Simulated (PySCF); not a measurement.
## How methods differ on the excitation energy of Sn

Sn [Kr] 4d10 5s2 5p2 (3P) → Sn [Kr] 4d10 5s1 5p2 5d1 (high-spin determinant), as a difference of total energies. All numbers are calculated (PySCF 2.14, a scalar-relativistic core potential, in aug-cc-pVDZ-PP with ECP28MDF (5s4p3d, 32 functions)). Correlated levels: valence: 4s2 4p6 4d10 frozen. The calculations carry no spin-orbit coupling.

```csv
method,excitation energy (cm⁻¹)
UHF,82253
MP2 (valence),87884
SCS-MP2 (valence),89638
CCSD (valence),88046
CCSD(T) (valence),87762
CCSDT (valence),87638
```

The upper state lies above the first ionisation limit, but in LS coupling its spin forbids autoionisation to the ground ion; at this Z spin-orbit coupling breaks that rule.

The promoted electron is Rydberg-like, and one or two diffuse shells describe it only roughly, which tends to raise the upper state.

The coupled-cluster amplitudes are large for the upper state (T1 above 0.03 or a double amplitude above 0.15), so a single reference is strained.

The determinant of the upper state mixes LS terms, which raises its energy above the lowest term, most at the Hartree-Fock and MP2 levels.
